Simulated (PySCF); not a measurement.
H5P, SMILES [H][P@TB3]([H])([H])([H])[H]. Geometry optimised at PBE-D3(BJ)/def2-TZVPD.

Level of theory: PBE-D3(BJ)/def2-TZVPD (PySCF).

Harmonic wavenumbers (cm⁻¹): 449, 449, 1136, 1203, 1203, 1397, 1397, 1799, 1893, 2219, 2224, 2224. Rotational constants (GHz): 80.54, 66.26, 66.26; symmetry number 6.

**Question.** Work out the zero-point energy and the ideal-gas rigid-rotor harmonic-oscillator thermochemistry at 298.15 K and 1 atm.

**Answer.** ZPE = ½ Σ hcν = ½ × 17594 cm⁻¹ = 25.15 kcal/mol. H − E(el) = 27.90 kcal/mol. Entropy in cal/(mol K): translation 36.67, rotation 13.90, vibration 1.78, total 52.35. G − E(el) = 12.29 kcal/mol. Cp = 11.60 cal/(mol K).
